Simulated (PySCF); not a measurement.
# Ionisation energy of Pb⁶⁶⁺ by level of theory

Pb⁶⁶⁺ [Ne] 3s2 3p4 (3P) → Pb⁶⁷⁺ [Ne] 3s2 3p3 (4S), as a difference of total energies. Computed with PySCF 2.14 in an uncontracted even-tempered set (17 s from 19 bohr⁻², ratio 2.5; 12 p from 25 bohr⁻², ratio 2.5; 4 d from 100 bohr⁻², ratio 2.7; 4 f from 150 bohr⁻², ratio 2.7), with scalar relativity by spin-free X2C-1e. Correlated levels: outer shells: 1s2 frozen; virtual orbitals above 40 to 60 times the deepest correlated orbital energy dropped. The calculations carry no spin-orbit coupling.

```json
{"method": "UHF", "ionisation energy (eV)": "7811.2"}
{"method": "LDA", "ionisation energy (eV)": "7813.6"}
{"method": "PBE", "ionisation energy (eV)": "7815.6"}
{"method": "PBE0", "ionisation energy (eV)": "7815.0"}
{"method": "r2SCAN", "ionisation energy (eV)": "7814.7"}
{"method": "PBEsol", "ionisation energy (eV)": "7814.0"}
{"method": "B3LYP", "ionisation energy (eV)": "7815.7"}
{"method": "MP2 (outer shells)", "ionisation energy (eV)": "7812.5"}
{"method": "SCS-MP2 (outer shells)", "ionisation energy (eV)": "7812.5"}
```

Spin-orbit coupling is strong in these open shells (close to jj coupling). The scalar numbers leave it out and a first-order estimate fails, so it can dominate the gap to the real levels.

The ground level that NIST lists for one species does not belong to the high-spin term computed here, so part of any gap is the choice of state.

Breit and QED terms and the two-electron picture change are absent.

For comparison: 7650 ± 40 eV (theoretical estimate listed by NIST; NIST Atomic Spectra Database, ionization energies).
